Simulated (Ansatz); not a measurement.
Basis sets compared for BMe2(iPr) (C₅H₁₃B). The state is a singlet with charge 0. Geometry PBE-D4/def2-SVP. Ansatz on 4 threads of Arm Neoverse V1 on a shared host; times are rough, and most runs start from earlier orbitals.

```tsv
atom	x (Å)	y (Å)	z (Å)
B1	0.649	0.395	0.223
C2	1.107	1.408	1.342
H3	0.923	1.011	2.363
H4	0.438	2.298	1.264
H5	2.151	1.773	1.271
C6	1.588	0.087	-1.006
H7	2.344	-0.644	-0.630
H8	2.180	0.967	-1.333
H9	1.105	-0.381	-1.886
C10	-0.784	-0.294	0.336
C11	-0.730	-1.819	0.137
C12	-1.713	0.365	-0.708
H13	-1.216	-0.090	1.342
H14	-0.095	-2.317	0.899
H15	-0.320	-2.086	-0.860
H16	-1.743	-2.272	0.205
H17	-2.739	-0.059	-0.654
H18	-1.801	1.462	-0.561
H19	-1.344	0.197	-1.743
```

Binding counts from free atoms (B doublet, C triplet, H doublet) in the same basis, without a counterpoise term.

```csv
level,functions,energy (Eh),HOMO (eV),LUMO (eV),binding per atom (eV),wall time
PBE-D4/def2-SVP,149,-222.7340,-6.38,-1.16,4.17,1.5 s
PBE-D4/def2-TZVP,264,-222.9748,-6.48,-1.28,4.14,3.5 s
PBE0-D4/def2-SVP,149,-222.7895,-7.75,-0.16,4.14,1.9 s
PBE0-D4/def2-TZVP,264,-223.0227,-7.80,-0.25,4.10,4.4 s
ωB97X-V/def2-TZVP,264,-223.2405,-10.20,1.96,4.08,11 s
```

(1) Estimate the rows for PBE-D4/def2-TZVPD, PBE0-D4/def2-TZVPD, ωB97X-V/def2-TZVPD.

## Answers

(1) 
| level | functions | energy (Eh) | HOMO (eV) | LUMO (eV) | binding per atom (eV) | wall time |
| --- | --- | --- | --- | --- | --- | --- |
| PBE-D4/def2-TZVPD | 339 | -222.9757 | -6.50 | -1.31 | 4.14 | 4.9 s |
| PBE0-D4/def2-TZVPD | 339 | -223.0233 | -7.80 | -0.28 | 4.10 | 6 s |
| ωB97X-V/def2-TZVPD | 339 | -223.2410 | -10.20 | 1.25 | 4.08 | 18 s |
